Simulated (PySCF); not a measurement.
2-selenophen-2-ylthiophene (C₈H₆SSe), SMILES c1csc(-c2ccc[se]2)c1.

Geometry optimised at PBE0-D3(BJ)/def2-SVP. Other conformers were not sampled.

Two levels are set side by side: PBE/def2-SVP (PySCF) and HF/def2-SVP (PySCF). Same geometry, gas phase. Differences are taken from unrounded values.

```csv
quantity,PBE
orbital gap (eV),2.90
highest occupied level (eV),-4.98
lowest empty level (eV),-2.08
dipole moment (D),0.20
mean polarisability (bohr³),127.0
```

Task: These are the PBE values. What does HF give? (The exact figures need the calculation; the answer reports its results.)

Result: 
```csv
quantity,HF,PBE minus HF
orbital gap (eV),9.52,-6.62
highest occupied level (eV),-7.69,2.71
lowest empty level (eV),1.83,-3.91
dipole moment (D),0.11,0.09
mean polarisability (bohr³),117.0,10.0
```

Without exact exchange PBE keeps part of each electron's self-repulsion, which lifts occupied levels and narrows the gap. PBE's more diffuse valence density responds more strongly to a field. Differences between two approximate levels are no errors against the true value.

Rough cost on one machine, each run with all the roots and properties that it gave: HF against PBE about 1/4.
